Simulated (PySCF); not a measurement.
# Ce(2+): ionisation energy

Ce(2+) [Xe] 4f2 (high-spin determinant) → Ce(3+) [Xe] 4f1 (2F), as a difference of total energies. All numbers are calculated (PySCF 2.14, the spin-free X2C one-electron Hamiltonian (Gaussian nucleus), in x2c-TZVPPall (11s7p7d4f2g, 113 functions)). Correlated levels: valence: [Kr] 4d10 frozen; valence and next inner shell: [Ar] 3d10 frozen. The calculations carry no spin-orbit coupling.

```tsv
method	ionisation energy (eV)	plus first-order spin-orbit estimate	difference from reference of that sum (eV)
UHF	17.985	18.045	-2.152
LDA	21.461	21.522	+1.325
PBE	21.279	21.339	+1.142
PBE0	20.730	20.790	+0.593
r2SCAN	21.154	21.215	+1.018
MP2 (valence)	19.097	19.157	-1.040
SCS-MP2 (valence)	18.868	18.929	-1.268
MP2 (valence and next inner shell)	19.246	19.306	-0.891
SCS-MP2 (valence and next inner shell)	19.017	19.077	-1.120
```

Reference: 20.197 eV (semi-empirical (NIST evaluation); NIST Atomic Spectra Database, ionization energies).

A first-order spin-orbit estimate (lowest level to lowest level, LS coupling) adds 0.061 eV.

Errors of the correlated levels include the incompleteness of this basis and the frozen core.

The determinant of Ce(2+) mixes LS terms, which raises its energy above the lowest term, most at the Hartree-Fock and MP2 levels.
